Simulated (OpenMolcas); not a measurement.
# Ar V: the spin-orbit constant, Slater's ratio, worked from levels

* Program: OpenMolcas
* Basis: ANO-RCC-VQZP [6s5p3d2f1g]
* Scalar Hamiltonian: DKH2, point nucleus
* Active space: 4 electrons in 4 orbitals (3s 3p)
* State averaging: 2S+1 = 3 even, 6 roots; 2S+1 = 1 even, 11 roots; 2S+1 = 5 odd, 1 root; 2S+1 = 3 odd, 9 roots; 2S+1 = 1 odd, 8 roots
* Spin-orbit coupling: RASSI with atomic mean-field integrals over the reference wave functions, term energies averaged over their components

Methods: CASSCF; MS-CASPT2, IPEA 0.25 Eh, imaginary shift 0.1 Eh (closed shells correlated: 2s 2p). Measured levels: Saloman, J. Phys. Chem. Ref. Data 39, 033101 (2010).

**The spin-orbit constant.** For the Hund term 3P of p2, E(J) = (A/2) J(J+1) + constant and ζ = 2S·A = 2A. From J = 0 to J = 2 the energy changes by 3 A.

| Source | E(2) - E(0) | A | ζ |
| --- | --- | --- | --- |
| CASSCF | 1864.2 | 621.4 | 1243 |
| MS-CASPT2 | 1859.3 | 619.8 | 1240 |
| measured | 2028.8 | 676.3 | 1353 |

All in cm-1. MS-CASPT2 is off by -8.4 % and CASSCF by -8.1 %. Both methods take the spin-orbit matrix elements from the reference wave functions, so the second can move ζ only through the term energies and any multistate remixing. Second-order mixing with other terms is absorbed into this ζ.

**Slater's ratio.** With one set of orbitals, p2 has 1D - 3P = 6 F2 and 1S - 1D = 9 F2 (F2 = F²/25), a ratio of 3/2. Term energies are centres of gravity, weighted by 2J + 1.

```json
{"Source": "CASSCF", "1D - 3P": "18244", "1S - 3P": "34516", "F2 from the first": "3041", "Ratio": "0.892"}
{"Source": "MS-CASPT2", "1D - 3P": "14376", "1S - 3P": "34940", "F2 from the first": "2396", "Ratio": "1.430"}
{"Source": "measured", "1D - 3P": "14917", "1S - 3P": "36531", "F2 from the first": "2486", "Ratio": "1.449"}
```

Energies in cm-1. A ratio away from 3/2 shows effects beyond one configuration with one set of orbitals, and in heavier atoms second-order spin-orbit shifts. In CASSCF the valence s occupation is 1.91 in 1S against 1.98 in 1D: mixing out of s² acts most on 1S and pulls it down.

CASPT2 does not keep the components of a term degenerate, so their means are used; among the terms shown or strongly mixed into the levels shown the widest spread is 43 cm-1 (3s2 3p2 1D, MS-CASPT2). Over all roots computed the reference weight is 0.86 to 0.99 in MS-CASPT2; the roots of lowest weight are the least certain, and an intruder state may touch them. Measured partners are found by configuration, term and J. A level has none where our copy of the source lacks it or the pairing is in doubt (some pairs that miss far off the trend of their configuration count as doubtful), and it then counts in no deviation. Levels of configurations outside the active space are missing.
